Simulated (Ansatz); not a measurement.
## Molecular dynamics of Tl12F

The input (input.yaml):

```yaml
crystal:
  lattice:
    - [6.92, 0.0, 0.0]
    - [-5.19, 8.989344, 0.0]
    - [0.0, 0.0, 5.53254]
  atoms:
    - { symbol: Tl, position: [-0.0343486, -0.02716989, -0.00903399] }
    - { symbol: Tl, position: [0.14538656, 0.22922712, 0.54834397] }
    - { symbol: Tl, position: [-0.01560367, 0.35122356, 0.02278536] }
    - { symbol: Tl, position: [0.18864, 0.55774636, 0.50868306] }
    - { symbol: Tl, position: [0.06676159, 0.69870041, -0.02477656] }
    - { symbol: Tl, position: [0.16139236, 0.90466814, 0.4867104] }
    - { symbol: Tl, position: [0.53157738, 0.02430505, 0.00884401] }
    - { symbol: Tl, position: [0.65938037, 0.2253959, 0.51471421] }
    - { symbol: Tl, position: [0.41088422, 0.28328923, 0.05593636] }
    - { symbol: Tl, position: [0.71097567, 0.55530469, 0.41744314] }
    - { symbol: Tl, position: [0.49842128, 0.66545665, 0.00226431] }
    - { symbol: Tl, position: [0.65830391, 0.89379929, 0.49828197] }
    - { symbol: F, position: [0.67270644, 0.52285748, 0.85128674] }
basis:
  ecutwfc: 420.0
kpoints:
  mp_grid: { grid: [3, 2, 3] }
hamiltonian:
  xc: lda
scf:
  occupations: { method: fermi_dirac, width: 0.05 }
  lower_state_search: "off"
md:
  timestep: 2
  n_steps: 210
  ensemble: nve
  temperature: 3000.0
  initial_velocities: maxwell_boltzmann
  seed: 907923
```

Launched with:

```bash
$ ansatz run input.yaml --threads 4 --pin off --max-ram 10240MiB --backend cpu --events-out ev --progress --plain --runs-dir out
```

It starts from a partly relaxed structure (largest force component 0.07 eV/Å).

Output, in part (step lines):

```
md step     0: t =     0.00 fs  T =  3000.0 K  F+E_penalty+E_count = -134552.54095754 eV  E_kin = 4.653360 eV  conserved = -134547.88759758 eV  (9 SCF iters)
md step     1: t =     2.00 fs  T =  2998.8 K  F+E_penalty+E_count = -134552.53915968 eV  E_kin = 4.651557 eV  conserved = -134547.88760318 eV  (9 SCF iters)
md step     2: t =     4.00 fs  T =  2994.4 K  F+E_penalty+E_count = -134552.53226537 eV  E_kin = 4.644657 eV  conserved = -134547.88760828 eV  (9 SCF iters)
md step     3: t =     6.00 fs  T =  2986.6 K  F+E_penalty+E_count = -134552.52021807 eV  E_kin = 4.632607 eV  conserved = -134547.88761153 eV  (8 SCF iters)
md step     4: t =     8.00 fs  T =  2975.5 K  F+E_penalty+E_count = -134552.50298307 eV  E_kin = 4.615371 eV  conserved = -134547.88761246 eV  (8 SCF iters)
md step     5: t =    10.00 fs  T =  2961.0 K  F+E_penalty+E_count = -134552.48055517 eV  E_kin = 4.592942 eV  conserved = -134547.88761315 eV  (5 SCF iters)
md step     6: t =    12.00 fs  T =  2943.3 K  F+E_penalty+E_count = -134552.45296796 eV  E_kin = 4.565355 eV  conserved = -134547.88761268 eV  (3 SCF iters)
md step     7: t =    14.00 fs  T =  2922.2 K  F+E_penalty+E_count = -134552.42030413 eV  E_kin = 4.532699 eV  conserved = -134547.88760520 eV  (3 SCF iters)
[... lines left out ...]
md step   209: t =   418.00 fs  T =  1367.8 K  F+E_penalty+E_count = -134550.00886849 eV  E_kin = 2.121621 eV  conserved = -134547.88724782 eV  (3 SCF iters)
md step   210: t =   420.00 fs  T =  1376.4 K  F+E_penalty+E_count = -134550.02215471 eV  E_kin = 2.134901 eV  conserved = -134547.88725369 eV  (8 SCF iters)
```

The steps, from the saved trajectory:

| time (fs) | T (K) | potential energy less start (eV) | conserved less start (meV/atom) |
| --- | --- | --- | --- |
| 0.0 | 3000 | 0.000 | 0.00 |
| 14.0 | 2922 | 0.121 | 0.00 |
| 28.0 | 2697 | 0.470 | 0.01 |
| 42.0 | 2400 | 0.931 | 0.02 |
| 56.0 | 2071 | 1.441 | 0.01 |
| 70.0 | 1701 | 2.015 | 0.02 |
| 84.0 | 1352 | 2.556 | 0.04 |
| 98.0 | 1115 | 2.925 | 0.04 |
| 112.0 | 1017 | 3.076 | 0.04 |
| 126.0 | 1056 | 3.016 | 0.04 |
| 140.0 | 1225 | 2.754 | 0.03 |
| 154.0 | 1469 | 2.375 | 0.02 |
| 168.0 | 1689 | 2.033 | 0.00 |
| 182.0 | 1800 | 1.861 | 0.00 |
| 196.0 | 1762 | 1.920 | 0.00 |
| 210.0 | 1598 | 2.175 | 0.01 |
| 224.0 | 1412 | 2.464 | 0.04 |
| 238.0 | 1344 | 2.569 | 0.04 |
| 252.0 | 1405 | 2.474 | 0.02 |
| 266.0 | 1503 | 2.322 | 0.02 |
| 280.0 | 1599 | 2.173 | 0.00 |
| 294.0 | 1618 | 2.143 | 0.00 |
| 308.0 | 1587 | 2.192 | 0.03 |
| 322.0 | 1627 | 2.130 | 0.00 |
| 336.0 | 1614 | 2.150 | 0.01 |
| 350.0 | 1535 | 2.272 | 0.02 |
| 364.0 | 1444 | 2.413 | 0.02 |
| 378.0 | 1370 | 2.529 | 0.03 |
| 392.0 | 1328 | 2.594 | 0.03 |
| 406.0 | 1331 | 2.589 | 0.03 |
| 420.0 | 1376 | 2.519 | 0.03 |

All steps were run. The conserved energy stayed within 0.042 meV per atom of its start (net change 0.026 meV per atom), so the integration is sound. The temperature averaged 0.49 of the 3000 K drawn at the start: a run that starts near a minimum puts about half its kinetic energy into the potential. A run of 0.42 ps of so small a system gives no equilibrium averages. Limits of this set-up: coarse k mesh, odd electron count without spin.

Mean squared displacements from the first frame to the last, about the centre of mass: Tl 0.91 Å², F 2.32 Å².

Last frame:

```xyz
13
Lattice="6.9200 0.0000 0.0000 -5.1900 8.9893 0.0000 0.0000 0.0000 5.5325" Properties=species:S:1:pos:R:3
Tl -0.065 0.626 0.144
Tl -1.386 1.197 2.702
Tl -1.813 3.096 0.494
Tl -0.861 4.466 2.877
Tl -2.517 6.033 0.861
Tl -3.942 8.024 2.549
Tl 3.628 0.037 -0.788
Tl 2.469 2.495 3.363
Tl 1.675 3.054 0.485
Tl 2.121 5.090 2.382
Tl 1.010 6.583 -0.659
Tl -0.732 7.510 2.380
F 3.435 4.570 4.436
```

Time of the run: 27 min on 4 threads of Intel(R) Xeon(R) Processor @ 2.50GHz (Skylake/Cascade Lake), on a shared host, peak memory 1.3 GiB.
